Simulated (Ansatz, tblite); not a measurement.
Isomers of Li2Al3 (doublet), found by a short tight-binding search and relaxed with B3LYP-D4/def2-TZVP in Ansatz.

The xTB rows come from tblite. B3LYP takes the VWN-RPA correlation.

Run but left out: HF/def2-TZVPP, MP2/def2-TZVPP, CCSD/def2-TZVPP, CCSD(T)/def2-TZVPP (A: ⟨S²⟩ 1.52, where a pure state has 0.75); LC-ωPBE/def2-TZVP (B: ⟨S²⟩ 1.10, where a pure state has 0.75); r2SCAN-D4/def2-TZVP, LC-ωPBE/def2-TZVP (C: ⟨S²⟩ 1.19 to 1.31, where a pure state has 0.75).

C: At PBE0-D4/def2-TZVP the charge 0 doublet is spin-contaminated (final ⟨S²⟩ up to 0.94, 0.75 for a pure state).

Other spin states were run for one of them alone.

A:

```tsv
atom	x (Å)	y (Å)	z (Å)
Al1	-2.025	0.568	0.210
Al2	-0.519	-0.700	1.769
Al3	0.385	-0.504	-0.568
Li4	0.304	1.808	1.257
Li5	1.855	-1.171	-2.668
```

B:

Cartesian coordinates in Å:
```
Al 0.5157 -0.0236 -1.1160
Al 0.5675 -2.5225 -0.2589
Al 0.5229 0.1979 1.3455
Li 0.3166 2.4971 -0.0317
Li -1.9228 -0.1490 0.0611
```

C:

```
atom   x (Å)   y (Å)   z (Å)
 Al1   1.352   0.048   0.449
 Al2  -0.542  -0.570  -1.018
 Al3  -0.531  -2.134   1.101
 Li4   0.928   1.692  -1.647
 Li5  -1.208   0.965   1.115
```

Task: Estimate which lies lowest at each level, and how far above it the others are (eV).

Result: 
| level | A | B | C |
| --- | --- | --- | --- |
| GFN1-xTB | 1.57 | 0.00 | 0.06 |
| GFN2-xTB | 0.00 | 0.17 | 0.05 |
| PBE-D4/def2-TZVP | 0.09 | 0.02 | 0.00 |
| B3LYP-D4/def2-TZVP | 0.05 | 0.00 | 0.00 |
| PBE0-D4/def2-TZVP | 0.06 | 0.04 | 0.00 |
Point groups (tolerance 0.1 Å): A not assigned, B not assigned, C not assigned. B and C have the same bonds, so they are conformers or stereoisomers. Lower isomers may exist.
